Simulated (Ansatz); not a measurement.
CH7GaO2SSi (`C[O][Ga]([SH])[O][SiH3]`), relaxed with RKS PBE0-D4/def2-TZVP in the Gaussian-basis code of Ansatz from a GFN2-xTB geometry. The force threshold is 0.005 eV/Å; the program also tests the step.

Charge 0, multiplicity 1.

Start:

```xyz
13

C    -0.950   -1.952    0.076
O    -1.059   -0.943   -0.910
Ga   -0.347    0.669   -1.099
S    -0.960    1.683   -2.951
O     0.719    1.327    0.123
Si    1.600    1.313    1.498
H    -1.954   -2.204    0.426
H    -0.488   -2.835   -0.371
H    -0.346   -1.628    0.929
H    -1.697    0.622   -3.267
H     2.733    0.405    1.291
H     0.750    0.834    2.596
H     1.998    2.711    1.658
```

Task: How much energy does the relaxation release, and in how many steps? (An estimate is asked.)

Result: The calculation gave: 13.41 kJ/mol, in 56 steps, 8 of them rejected.

Task: Which bonds change most? (An estimate is asked.)

Result: The calculation gave: Ga3–S4 from 2.199 to 2.172 Å; Si6–H11 from 1.467 to 1.490 Å; Si6–H13 from 1.462 to 1.485 Å; Si6–H12 from 1.469 to 1.490 Å.

Task: Give the relaxed structure. (An estimate is asked.)

Result: The calculation gave: 
```xyz
13

C    -0.762   -1.771    0.193
O    -1.101   -0.982   -0.923
Ga   -0.464    0.652   -1.188
S    -1.027    1.764   -2.967
O     0.617    1.401   -0.002
Si    1.444    1.113    1.372
H    -1.557   -2.506    0.350
H     0.176   -2.313    0.029
H    -0.661   -1.189    1.118
H    -1.789    0.748   -3.409
H     2.264   -0.125    1.257
H     0.516    0.944    2.526
H     2.344    2.263    1.643
```
